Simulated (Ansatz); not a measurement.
`C#C[SiH](F)Cl` + `C[SeH]` → `C[Se][SiH](F)Cl` + acetylene at 700 K and 1 bar (ligand exchange at the Si–C bond).

Program: Ansatz. Geometries: PBE0-D4/def2-TZVP. ΔE: electronic, gas phase. CCSD(T)/CBS is the MP2 limit (def2-TZVPP, def2-QZVPP) plus CCSD(T) − MP2 in def2-TZVPP, frozen cores. This one scheme is used for every species. For Se outer-core shells are correlated without core-valence functions, which leaves a few kJ/mol of doubt a bond. Scalar relativity is left out up to krypton. Each species was taken in one conformer, which may not be the lowest.

```tsv
species	CCSD(T)/CBS energy (Eh)	H − E (kJ/mol)	S (J/(mol·K))
`C#C[SiH](F)Cl`	-926.02177	150.0	424.1
`C[SeH]`	-2441.15625	157.6	325.3
`C[Se][SiH](F)Cl`	-3289.96087	213.2	491.9
`C#C`	-77.22717	102.1	244.4
```

H − E and S are ideal-gas, rigid-rotor, harmonic terms from PBE0-D4/def2-TZVP, for one conformer and one mirror image of each species. 1 Eh = 2625.50 kJ/mol, R = 8.31446 J/(mol·K).

**Question.** By hand: ΔE, ΔH, ΔS and ΔG.

**Answer.** ΔE = (-3289.96087) + (-77.22717) − (-926.02177) − (-2441.15625) = -0.01002 Eh = -26.3 kJ/mol. Δ(H − E) = 213.2 + 102.1 − 150.0 − 157.6 = 7.7, so ΔH = -18.6 kJ/mol. ΔS = 491.9 + 244.4 − 424.1 − 325.3 = -13.1 J/(mol·K). ΔG = -18.6 − 700 × (-13.1)/1000 = -9.4 kJ/mol.

**Question.** By hand: the equilibrium constant, and the temperature at which ΔG would vanish if ΔH and ΔS stayed fixed.

**Answer.** log₁₀ K = −ΔG/(RT ln 10) = 0.7. ΔG = 0 at ΔH/ΔS = 1420 K, though so small a ΔS makes that figure unsure.

TΔS isn't small against ΔH here. A doubt of 5 kJ/mol in ΔE shifts log₁₀ K by 0.4 here. Other conformers and mirror images would add mixing entropy, several J/(mol·K) or more a flexible species. Modes under 60 cm⁻¹, often nearly free rotors, make the harmonic entropy too high. These are equilibria of isolated gas molecules and say nothing of rates. Largest T1 diagnostic: 0.013 (customary marks: 0.02 for closed shells, 0.045 for open ones).
